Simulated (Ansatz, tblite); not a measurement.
Cost and result up the ladder for the cluster Pt₂H₄ (the lowest singlet isomer of a short search) (6 atoms). The state is a singlet with charge 0. Geometry: B3LYP-D4/def2-TZVP.

Cartesian coordinates in Å:
```
Pt -0.744 1.053 -0.106
Pt 0.744 -1.051 0.109
H 0.330 2.124 -0.084
H 1.280 -1.970 1.227
H -1.282 1.966 -1.228
H -0.329 -2.123 0.082
```

Ansatz on 4 threads of Arm Neoverse V2 on a shared host; xTB runs through tblite on one thread. Times are rough, summed over both states, and most runs start from the orbitals of an earlier one. ωB97M-V/def2-TZVP serves as the yardstick here, not as an exact answer. The other state is a quintet at its own geometry.

In the def2 sets Pt takes a core potential; there is no spin–orbit coupling. The xTB rows come from tblite. Correlated methods freeze no core orbitals; core or outer-core shells of Pt are correlated, in sets that lack core-valence functions. The structure comes from a short search, and lower isomers may exist.

xTB has no spin-polarisation term.

```tsv
level	functions	quintet − singlet (eV)	difference from ωB97M-V/def2-TZVP (eV)
GFN1-xTB	26	1.91	-1.77
GFN2-xTB	22	1.91	-1.76
PBE0-D4/def2-TZVP	104	3.47	-0.20
HF/def2-TZVP (with forces)	104	2.53	-1.14
r2SCAN-D4/def2-TZVP	104	3.23	-0.45
RPA@PBE/def2-TZVP	104	3.22	-0.45
PBE-D4/def2-TZVP	104	3.37	-0.30
BLYP-D4/def2-TZVP	104	3.29	-0.39
BHLYP-D4/def2-TZVP	104	3.48	-0.19
ωB97M-V/def2-TZVP	104	3.67	0.00
revPBE-D4/def2-TZVP	104	3.34	-0.33
```

Task: Estimate how long each takes.

Result: GFN2-xTB 0.004 s; GFN1-xTB 0.006 s; HF/def2-TZVP (with forces) 1.8 s; PBE-D4/def2-TZVP 1.9 s; revPBE-D4/def2-TZVP 2 s; BLYP-D4/def2-TZVP 2.1 s; RPA@PBE/def2-TZVP 3.6 s; r2SCAN-D4/def2-TZVP 4.3 s; PBE0-D4/def2-TZVP 4.4 s; BHLYP-D4/def2-TZVP 5.3 s; ωB97M-V/def2-TZVP 22 s. On shared hardware such times vary by a factor of up to 3.
